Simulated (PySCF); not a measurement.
CH6FNOSi2, SMILES [SiH2]1O[Si@@H](CN1)F.

Coordinates come from a ωB97X-D3(BJ)/def2-SVP optimisation. The structure was generated by enumeration; whether it is a known compound was not checked. The values are those of a single conformer.

Level of theory: ωB97X-D3(BJ)/def2-SVP (PySCF).

Frequencies are harmonic and unscaled.

| mode | ν (cm⁻¹) | IR (km/mol) | Raman (Å⁴/amu) | depolarisation | moving atoms (share of kinetic energy) |
|---|---|---|---|---|---|
| 1 | 62 | 0.3 | 0.2 | 0.73 | N 38 %, H 26 %, F 17 %, C 15 % |
| 2 | 96 | 0.8 | 0.4 | 0.75 | O 25 %, Si 23 %, F 23 %, H 22 % |
| 3 | 236 | 7.7 | 1.0 | 0.74 | F 39 %, H 26 %, C 14 %, Si 13 % |
| 4 | 300 | 26.6 | 3.4 | 0.75 | H 42 %, F 20 %, O 20 %, Si 12 % |
| 5 | 330 | 86.4 | 1.4 | 0.70 | H 50 %, F 16 %, Si 13 %, O 13 % |
| 6 | 452 | 22.5 | 1.3 | 0.38 | Si 58 %, O 28 % |
| 7 | 489 | 25.4 | 1.5 | 0.75 | Si 37 %, N 34 %, C 19 % |
| 8 | 650 | 0.2 | 13.7 | 0.74 | H 92 % |
| 9 | 665 | 3.7 | 13.4 | 0.32 | H 46 %, C 42 % |
| 10 | 717 | 40.9 | 8.7 | 0.42 | H 53 %, Si 20 %, O 19 % |
| 11 | 718 | 78.9 | 5.9 | 0.31 | H 51 %, O 23 %, Si 21 % |
| 12 | 774 | 24.2 | 4.7 | 0.56 | H 63 %, C 22 %, Si 11 % |
| 13 | 783 | 31.2 | 10.7 | 0.32 | N 39 %, H 34 %, Si 18 % |
| 14 | 838 | 90.6 | 7.7 | 0.65 | H 58 %, Si 23 % |
| 15 | 870 | 12.5 | 7.7 | 0.75 | H 52 %, F 35 %, Si 9 % |
| 16 | 942 | 112.4 | 3.2 | 0.75 | H 36 %, O 27 %, Si 26 %, F 8 % |
| 17 | 949 | 480.0 | 3.5 | 0.71 | H 46 %, Si 33 %, F 8 % |
| 18 | 1018 | 332.2 | 6.1 | 0.73 | O 47 %, Si 25 %, H 24 % |
| 19 | 1042 | 172.4 | 15.8 | 0.74 | H 94 % |
| 20 | 1126 | 36.2 | 3.3 | 0.73 | H 48 %, N 27 %, C 23 % |
| 21 | 1203 | 11.7 | 5.4 | 0.70 | H 83 %, C 10 % |
| 22 | 1222 | 54.0 | 5.6 | 0.33 | H 60 %, C 26 %, N 13 % |
| 23 | 1382 | 31.4 | 0.3 | 0.75 | H 64 %, N 20 %, C 14 % |
| 24 | 1483 | 7.1 | 16.1 | 0.65 | H 92 % |
| 25 | 2248 | 201.0 | 97.6 | 0.64 | H 96 % |
| 26 | 2271 | 169.3 | 191.4 | 0.10 | H 98 % |
| 27 | 2326 | 135.8 | 149.2 | 0.18 | H 97 % |
| 28 | 3030 | 46.0 | 148.5 | 0.13 | H 94 % |
| 29 | 3086 | 18.4 | 109.7 | 0.64 | H 91 %, C 9 % |
| 30 | 3669 | 28.8 | 116.9 | 0.28 | H 93 % |
